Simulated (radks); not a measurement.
The numbers below are computed, except where a source is named.
Ionisation of the beryllium ion Be2+, [He], to 1s1 as the strength of local exchange is varied. Code: a radial shooting solver on a logarithmic mesh with Libxc functionals. Model: scalar-relativistic Kohn-Sham, Slater X-alpha exchange (alpha = 2/3 is LDA exchange), no correlation, spin-polarised, spherical densities, finite nucleus; Fermi nuclear charge, rms radius 2.519 fm.

alpha  E(Be2+) (hartree)  exchange (hartree)  IE (eV)  -e of the level emptied (eV)  <r> of it (bohr)
0.633          -13.19980            -1.82260   147.70                   127.13 (1s)            0.4237
0.667          -13.29790            -1.92861   148.90                   128.68 (1s)            0.4218
0.676          -13.32394            -1.95681   149.22                   129.09 (1s)            0.4212
0.746          -13.52745            -2.17811   151.72                   132.33 (1s)            0.4173
0.758          -13.56251            -2.21639   152.15                   132.88 (1s)            0.4167
0.867          -13.88335            -2.56889   156.10                   138.01 (1s)            0.4107
0.896          -13.96943            -2.66411   157.16                   139.39 (1s)            0.4092

NIST Atomic Spectra Database: 153.90 eV (theoretical). The Delta-SCF value meets it near alpha = 0.81.
